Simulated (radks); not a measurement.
Results of a calculation; reference values are marked as such.
Ionisation of the germanium ion Ge3+, [Ar] 3d10 4s1, to Ge4+, [Ar] 3d10, under several functionals. Dirac Kohn-Sham, spin-unpolarised, spherical densities, point nucleus; a radial shooting solver on a logarithmic mesh with Libxc functionals.

functional                                        E(Ge3+) (hartree)  Exc (hartree)  IE (eV)  -e(HOMO) (eV)  <r> HOMO (bohr)  IE error (eV)
PW91                                                    -2097.27699      -79.22788   46.429         40.539            1.848         +0.714
PBEsol                                                  -2095.27299      -77.18597   46.135         40.384            1.844         +0.419
PBE                                                     -2096.81287      -78.75398   46.342         40.451            1.849         +0.626
LDA (Slater exchange, VWN5 correlation)                 -2093.85948      -75.74338   46.654         40.895            1.838         +0.938
LDA (Slater exchange, Perdew-Zunger correlation)        -2093.84297      -75.72680   46.654         40.895            1.839         +0.938
XLYP                                                    -2097.51809      -79.46164   46.767         40.730            1.852         +1.052
HCTH/407                                                -2098.20374      -80.28322   46.165         40.231            1.858         +0.450
AM05                                                    -2094.04622      -75.94080   46.065         40.351            1.844         +0.350
exchange-only LDA                                       -2091.12379      -72.96222   45.347         39.560            1.852         -0.368
RPBE                                                    -2097.04959      -78.99930   46.161         40.182            1.857         +0.446

NIST Atomic Spectra Database: 45.716 eV (measured). Closest: AM05. The Delta-SCF values span 1.42 eV, the total energies 7.08 hartree. The highest occupied level is 4s1/2. Spin polarisation and multiplet splitting are left out, so open shells lie too high by an amount that depends on their filling.

Beside tabulated values, note that spin-unpolarised runs miss the spin-polarisation part of the exchange energy of open shells.
